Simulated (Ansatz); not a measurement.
Ge$_{2}$H$_{4}$S$_{2}$ (`[S]1[GeH2][S][GeH2]1`), 8 atoms. Total charge 0; spin multiplicity 1. Correlated methods include outer-core shells of Ge, which these sets cover unevenly. Scalar relativity is left out up to krypton. All runs use 4 threads of an Intel Xeon 6975P-C on a shared host. Correlated methods freeze the cores.

Problem. Give the basis size and wall time and peak host memory of each of these runs in Ansatz. RKS PBE0-D4/def2-QZVPP energy; RKS PBE0-D4/def2-TZVP relaxation (4 steps); RKS BLYP-D4/def2-TZVPP energy; RKS ωB97M-V/def2-QZVPP energy; RHF-CCSD(T)/def2-TZVPP energy; RHF-CCSD(T)/def2-SVP energy; RKS PBE0-D4/def2-TZVP frequencies; RKS PBE-QIDH (frozen core)/def2-TZVPP energy; direct RPA on PBE orbitals/def2-TZVPP energy; RKS ωB97M-V/def2-SVP energy; RKS PBE-D4/def2-TZVPP energy and forces; RKS PBE0-D4/def2-SVP energy. (An estimate is asked.)

Solution. Ansatz gave: Other jobs shared the machine, so times are rough.

```
                                level                   job  functions  wall time  peak host memory (GiB)
                 RKS PBE0-D4/def2-SVP                energy        120      1.2 s                    0.33
               RKS BLYP-D4/def2-TZVPP                energy        236      1.3 s                    0.39
                RKS PBE-D4/def2-TZVPP     energy and forces        236      1.8 s                    0.38
                 RHF-CCSD(T)/def2-SVP                energy        120      2.9 s                    0.47
                 RKS ωB97M-V/def2-SVP                energy        120      3.9 s                    0.48
RKS PBE-QIDH (frozen core)/def2-TZVPP                energy        236      4.1 s                    0.74
direct RPA on PBE orbitals/def2-TZVPP                energy        236      4.4 s                    0.56
                RKS PBE0-D4/def2-TZVP  relaxation (4 steps)        194       13 s                    0.74
               RKS PBE0-D4/def2-QZVPP                energy        438       13 s                     2.4
               RKS ωB97M-V/def2-QZVPP                energy        438       20 s                     2.7
               RHF-CCSD(T)/def2-TZVPP                energy        236       22 s                       3
                RKS PBE0-D4/def2-TZVP           frequencies        194       83 s                    0.74
```
